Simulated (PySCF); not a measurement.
Species: C6H8F2 (charge +1 and doublet state).
Cartesian coordinates in Å at the GFN2-xTB level; atoms count from 1:
```xyz
16
C6H8F2 angstrom
C      2.8923   -0.7051   -0.1874
C      1.7934   -0.0488   -0.2299
C      0.6550    0.6322   -0.2777
C     -0.5365    0.3427    0.5519
C     -1.7039    1.2821    0.3407
C     -0.9964   -1.1469    0.4381
F      0.0574   -1.9727    0.5821
F     -1.8639   -1.4238    1.4126
H      2.9638   -1.7494   -0.4774
H      3.8346   -0.2800    0.1425
H      0.5823    1.4624   -0.9756
H     -0.1950    0.4118    1.6037
H     -2.1010    1.2152   -0.6724
H     -2.5125    1.0318    1.0257
H     -1.4020    2.3135    0.5121
H     -1.4752   -1.3560   -0.5329
```

The hyperfine couplings belong to this conformer and change with its torsions.

As a line formula: `[CH2+][C]=C[C@@H](C)C(F)F` [radical] (charge +1).

Theory: UKS B3LYP, pcH-1 on C F H, non-relativistic, mean-field spin-orbit, GIAO in PySCF 2.14.0. Isolated species at its GFN2-xTB geometry (one conformer only). A GFN2-xTB geometry isn't a minimum of the functional, and hyperfine couplings can be far from their values at a DFT geometry, by a factor of two or more for some ions and for spin on atoms past the first row. The SCF solution wasn't tested for stability.

Task: Break the g tensor into its mass correction, gauge correction and orbital-Zeeman/spin–orbit terms.

Result: 
| Δg (ppm) | 1 | 2 | 3 |
| --- | --- | --- | --- |
| relativistic mass correction | -143 | -143 | -143 |
| gauge correction | -9 | 6 | 54 |
| orbital Zeeman/spin–orbit | 226 | 693 | 1583 |
| total | 74 | 556 | 1494 |

So g = 2.00239, 2.00288, 2.00381 and g_iso = 2.00303; the tensor is rhombic: the two nearest values differ by 34 % of g3 − g1. 

Task: At 9.381 GHz, how far is the centre of the isotropic spectrum from where a free electron (g = 2.002319) resonates?

Result: B = hν/(g μB) with μB/h = 13.99624 MHz/mT gives 334.74 mT for the free electron and 334.62 mT at g_iso, 0.12 mT lower.

Task: What effective moment and Curie constant follow for a powder?

Result: With the mean of g² = 4.0121 and S(S+1) = 0.75: μ_eff = √(⟨g²⟩S(S+1)) = 1.735 μB and χT = 0.12505·⟨g²⟩·S(S+1) = 0.376 cm³ K/mol (cgs; spin-Hamiltonian part alone).

Task: Average each term over the three axes. Which is largest in size?

Result: The orbital-Zeeman/spin–orbit term 834, the mass correction -143 and the gauge correction 17 ppm, for a total of 708 ppm. The orbital-Zeeman/spin–orbit term is the largest in size. The mass correction is the same along every axis, so the anisotropy comes from the other two: their spans along these axes are 63 (gauge) and 1357 ppm (orbital Zeeman/spin–orbit).

Task: In a frozen sample, at which fields do the three g values resonate at 9.5, 34, 94 and 263 GHz (hyperfine left aside), and which band first spreads them over more than twice a line width of 0.3 mT?

Result: 
```tsv
band	GHz	B(g3) mT	B(g2) mT	B(g1) mT	spread mT
X	9.5	338.73	338.89	338.97	0.24
Q	34.0	1212.30	1212.87	1213.16	0.86
W	94.0	3351.65	3353.22	3354.03	2.38
J	263.0	9377.50	9381.89	9384.15	6.65
```

The spread grows in proportion to the frequency. Q band is the first where it exceeds 0.6 mT.

Largest spin populations (Mulliken): C3 (+0.36), C2 (+0.32) and C1 (+0.16). Three atoms exceed +0.15.

The HOMO–LUMO gaps are 5.76 eV among the α and 2.47 eV among the β orbitals.
